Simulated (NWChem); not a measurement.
System: C3H4O; SMILES C1=COC1

NWChem input:

```
start job
memory heap 200 mb stack 900 mb global 1100 mb
geometry units angstroms noautoz
  C     -0.503660    -0.931966     0.000000
  C      0.797294    -0.553841     0.000000
  O      0.629254     0.821730     0.000000
  C     -0.819955     0.545809     0.000000
  H     -1.076291    -1.863447     0.000000
  H      1.806774    -0.993198     0.000000
  H     -1.292078     0.971210    -0.910662
  H     -1.292078     0.971210     0.910662
end
basis spherical
  * library 6-31g*
end
dft
  xc rpbe cpbe96
  iterations 150
  mulliken
end
task dft energy
```

NWChem printed, in part:

```
             Northwest Computational Chemistry Package (NWChem) 7.3.0
             --------------------------------------------------------

 CS  symmetry detected

                             Geometry "geometry" -> ""
                             -------------------------

 Output coordinates in angstroms (scale by  1.889725989 to convert to a.u.)

  No.       Tag          Charge          X              Y              Z
 ---- ---------------- ---------- -------------- -------------- --------------
    1 C                    6.0000    -0.14424374    -1.05042917     0.00000000
    2 C                    6.0000     0.94065858    -0.23898182     0.00000000
    3 O                    8.0000     0.29964040     0.98964697     0.00000000
    4 C                    6.0000    -0.95998782     0.22174341     0.00000000
    5 H                    1.0000    -0.35275417    -2.12378210     0.00000000
    6 H                    1.0000     2.04016413    -0.29530210     0.00000000
    7 H                    1.0000    -1.55154763     0.45395694    -0.91066200
    8 H                    1.0000    -1.55154763     0.45395694     0.91066200

 Effective nuclear repulsion energy (a.u.)     114.2391732097

      Symmetry information
      --------------------

 Group name             Cs
 Group number              2
 Group order               2
 No. of unique centers     7

  pbe96 is a nonlocal functional; adding pw91lda local functional.

                                 NWChem DFT Module
                                 -----------------

 Summary of "ao basis" -> "ao basis" (spherical)
 ------------------------------------------------------------------------------
       Tag                 Description            Shells   Functions and Types
 ---------------- ------------------------------  ------  ---------------------
 C                           6-31g*                  6       14   3s2p1d
 O                           6-31g*                  6       14   3s2p1d
 H                           6-31g*                  2        2   2s

      Symmetry analysis of basis
      --------------------------

        a'         46
        a"         18

            General Information
            -------------------
          SCF calculation type: DFT
          Wavefunction type:  closed shell.
          No. of atoms     :     8
          No. of electrons :    30
           Alpha electrons :    15
            Beta electrons :    15
          Charge           :     0
          Spin multiplicity:     1
          Use of symmetry is: on ; symmetry adaption is: on
          Maximum number of iterations: 150
          AO basis - number of functions:    64
                     number of shells:    32
          Convergence on energy requested:  1.00D-06
          Convergence on density requested:  1.00D-05
          Convergence on gradient requested:  5.00D-04

              XC Information
              --------------
                          RPBE Exchange Functional  1.000
            Perdew 1991 LDA Correlation Functional  1.000 local
           PerdewBurkeErnz. Correlation Functional  1.000 non-local

             Grid Information
             ----------------
          Grid used for XC integration:  medium
          Radial quadrature: Mura-Knowles
          Angular quadrature: Lebedev.
          Tag              B.-S. Rad. Rad. Pts. Rad. Cut. Ang. Pts.
          ---              ---------- --------- --------- ---------
          C                   0.70       49           8.0       434
          O                   0.60       49           8.0       434
          H                   0.35       45          10.0       434
          Grid pruning is: on
          Number of quadrature shells:   331
          Spatial weights used:  Erf1

      Superposition of Atomic Density Guess
      -------------------------------------

 Sum of atomic energies:        -189.72804483

      Non-variational initial energy
      ------------------------------

 Total energy =    -191.971925
 1-e energy   =    -483.104718
 2-e energy   =     176.893619
 HOMO         =      -0.242273
 LUMO         =       0.060266

      Symmetry analysis of molecular orbitals - initial
      -------------------------------------------------

  Numbering of irreducible representations:

     1 a'          2 a"

  Orbital symmetries:

     1 a'          2 a'          3 a'          4 a'          5 a'
     6 a'          7 a'          8 a'          9 a'         10 a"
    11 a'         12 a'         13 a"         14 a'         15 a"
    16 a"         17 a'         18 a'         19 a'         20 a'
    21 a'         22 a"         23 a'         24 a'         25 a'

     ---------------------------------------------
      Total Density - Mulliken Population Analysis
     ---------------------------------------------

    Atom       Charge   Shell Charges
 -----------   ------   -------------------------------------------------------
    1 C    6     6.46   2.00  0.74  2.00  0.62  1.07  0.03
    2 C    6     5.69   2.00  0.72  1.68  0.51  0.72  0.06
    3 O    8     8.72   2.00  0.93  2.98  0.96  1.83  0.03
    4 C    6     5.94   2.00  0.70  1.72  0.59  0.87  0.06
    5 H    1     0.77   0.45  0.32
    6 H    1     0.80   0.46  0.34
    7 H    1     0.80   0.47  0.33
    8 H    1     0.80   0.47  0.33

   convergence    iter        energy       DeltaE   RMS-Dens  Diis-err
 ---------------- ----- ----------------- --------- --------- ---------
 d= 0,ls=0.0,diis     1   -191.8036276346 -3.06D+02  1.71D-02  5.66D-01
 d= 0,ls=0.0,diis     2   -191.7055466565  9.81D-02  1.19D-02  1.62D+00
 d= 0,ls=0.0,diis     3   -191.8585950815 -1.53D-01  5.32D-03  1.33D-01
 d= 0,ls=0.0,diis     4   -191.8618307873 -3.24D-03  3.37D-03  7.56D-02
 d= 0,ls=0.0,diis     5   -191.8713831482 -9.55D-03  7.84D-04  4.19D-03
  Resetting Diis
 d= 0,ls=0.0,diis     6   -191.8719289887 -5.46D-04  2.15D-04  4.00D-04
 d= 0,ls=0.0,diis     7   -191.8719792354 -5.02D-05  8.64D-05  6.11D-06
 d= 0,ls=0.0,diis     8   -191.8719765774  2.66D-06  6.06D-05  2.71D-05
 d= 0,ls=0.0,diis     9   -191.8719798644 -3.29D-06  1.57D-05  2.12D-06
 d= 0,ls=0.0,diis    10   -191.8719801005 -2.36D-07  3.15D-06  5.86D-08

         Total DFT energy =     -191.871980100493
      One electron energy =     -485.785453070514
           Coulomb energy =      205.990570566385
    Exchange-Corr. energy =      -26.316270806099
 Nuclear repulsion energy =      114.239173209735

 Numeric. integr. density =       29.999991964532

                  Occupations of the irreducible representations
                  ----------------------------------------------

                     irrep           alpha         beta
                     --------     --------     --------
                     a'               12.0         12.0
                     a"                3.0          3.0

                       DFT Final Molecular Orbital Analysis
                       ------------------------------------

 Vector   13  Occ=2.000000D+00  E=-2.900679D-01  Symmetry=a'
              MO Center= -6.7D-02,  2.1D-01, -3.1D-15, r^2= 2.2D+00
   Bfn.  Coefficient  Atom+Function         Bfn.  Coefficient  Atom+Function
  ----- ------------  ---------------      ----- ------------  ---------------
    32      0.444257  3 O  py                36      0.308801  3 O  py
    46     -0.302348  4 C  py                 4      0.269692  1 C  py
    58     -0.205847  5 H  s                 18     -0.161671  2 C  py
    57     -0.155834  5 H  s                 34      0.144355  3 O  s
    50     -0.134933  4 C  py                 3     -0.112893  1 C  px

 Vector   14  Occ=2.000000D+00  E=-2.802420D-01  Symmetry=a"
              MO Center= -1.1D-01,  4.0D-01,  3.2D-15, r^2= 2.1D+00
   Bfn.  Coefficient  Atom+Function         Bfn.  Coefficient  Atom+Function
  ----- ------------  ---------------      ----- ------------  ---------------
    33      0.402661  3 O  pz                19      0.305350  2 C  pz
    37      0.273350  3 O  pz                47     -0.248421  4 C  pz
    23      0.205073  2 C  pz                62      0.196085  7 H  s
    64     -0.196085  8 H  s                 61      0.176656  7 H  s
    63     -0.176656  8 H  s                  5      0.101276  1 C  pz

 Vector   15  Occ=2.000000D+00  E=-1.799719D-01  Symmetry=a"
              MO Center=  1.9D-01, -2.3D-01, -2.5D-16, r^2= 1.9D+00
   Bfn.  Coefficient  Atom+Function         Bfn.  Coefficient  Atom+Function
  ----- ------------  ---------------      ----- ------------  ---------------
    33     -0.414794  3 O  pz                 5      0.410343  1 C  pz
     9      0.340616  1 C  pz                37     -0.326537  3 O  pz
    19      0.261682  2 C  pz                23      0.161217  2 C  pz
    51     -0.034328  4 C  pz                62      0.029073  7 H  s
    64     -0.029073  8 H  s

 Vector   16  Occ=0.000000D+00  E=-1.358603D-03  Symmetry=a"
              MO Center=  3.1D-01, -4.1D-01,  4.7D-16, r^2= 2.3D+00
   Bfn.  Coefficient  Atom+Function         Bfn.  Coefficient  Atom+Function
  ----- ------------  ---------------      ----- ------------  ---------------
    23      0.584827  2 C  pz                 9     -0.506148  1 C  pz
    19      0.475312  2 C  pz                 5     -0.389707  1 C  pz
    62     -0.304624  7 H  s                 64      0.304624  8 H  s
    33     -0.215904  3 O  pz                37     -0.206928  3 O  pz
    51     -0.168641  4 C  pz                61     -0.095859  7 H  s

 Vector   17  Occ=0.000000D+00  E= 6.448368D-02  Symmetry=a'
              MO Center= -4.3D-01,  2.3D-01, -1.7D-15, r^2= 2.5D+00
   Bfn.  Coefficient  Atom+Function         Bfn.  Coefficient  Atom+Function
  ----- ------------  ---------------      ----- ------------  ---------------
    34      0.891977  3 O  s                  6     -0.810465  1 C  s
    50     -0.714258  4 C  py                22     -0.549453  2 C  py
    49     -0.546665  4 C  px                 8     -0.366408  1 C  py
    36     -0.347441  3 O  py                46     -0.315317  4 C  py
    45     -0.287150  4 C  px                35     -0.269163  3 O  px

 Vector   18  Occ=0.000000D+00  E= 9.815649D-02  Symmetry=a'
              MO Center= -1.4D+00,  4.1D-01, -1.4D-14, r^2= 3.3D+00
   Bfn.  Coefficient  Atom+Function         Bfn.  Coefficient  Atom+Function
  ----- ------------  ---------------      ----- ------------  ---------------
    48      2.090326  4 C  s                 62     -1.271213  7 H  s
    64     -1.271213  8 H  s                 21      0.434610  2 C  px
     7      0.385289  1 C  px                20     -0.372990  2 C  s
    49     -0.336991  4 C  px                60     -0.333080  6 H  s
    50      0.312130  4 C  py                35      0.270883  3 O  px

     ---------------------------------------------
      Total Density - Mulliken Population Analysis
     ---------------------------------------------

    Atom       Charge   Shell Charges
 -----------   ------   -------------------------------------------------------
    1 C    6     6.28   2.00  0.68  2.07  0.60  0.91  0.03
    2 C    6     5.83   2.00  0.70  1.98  0.45  0.64  0.06
    3 O    8     8.44   2.00  0.92  2.85  1.00  1.63  0.03
    4 C    6     6.06   2.00  0.69  2.01  0.55  0.75  0.06
    5 H    1     0.87   0.52  0.34
    6 H    1     0.85   0.53  0.32
    7 H    1     0.83   0.53  0.30
    8 H    1     0.83   0.53  0.30

     -------------------------------------------
      Total Density - Lowdin Population Analysis
     -------------------------------------------

    Atom       Charge   Shell Charges
 -----------   ------   -------------------------------------------------------
    1 C    6     6.25   1.99  0.54  1.89  0.43  1.33  0.08
    2 C    6     6.02   1.99  0.55  1.78  0.42  1.14  0.14
    3 O    8     8.19   1.99  0.87  2.72  0.68  1.86  0.07
    4 C    6     6.06   1.99  0.55  1.80  0.42  1.18  0.12
    5 H    1     0.86   0.48  0.38
    6 H    1     0.87   0.49  0.38
    7 H    1     0.87   0.50  0.37
    8 H    1     0.87   0.50  0.37

     Multipole analysis of the density
     ---------------------------------

     L   x y z        total         alpha         beta         nuclear
     -   - - -        -----         -----         ----         -------
     0   0 0 0     -0.000000    -15.000000    -15.000000     30.000000

     1   1 0 0     -0.217831     -0.108915     -0.108915      0.000000
     1   0 1 0     -0.379432     -0.189716     -0.189716     -0.000000
     1   0 0 1     -0.000000     -0.000000     -0.000000      0.000000

     2   2 0 0    -14.631900    -44.424502    -44.424502     74.217104
     2   1 1 0     -0.662140      0.751995      0.751995     -2.166130
     2   1 0 1     -0.000000     -0.000000     -0.000000      0.000000
     2   0 2 0    -18.183148    -44.986341    -44.986341     71.789534
     2   0 1 1      0.000000      0.000000      0.000000      0.000000
     2   0 0 2    -18.120826    -12.021915    -12.021915      5.923005
```

Level: RPBE/6-31G* (spherical d). Geometry: optimised at PBE-D3(BJ)/def2-SVP.
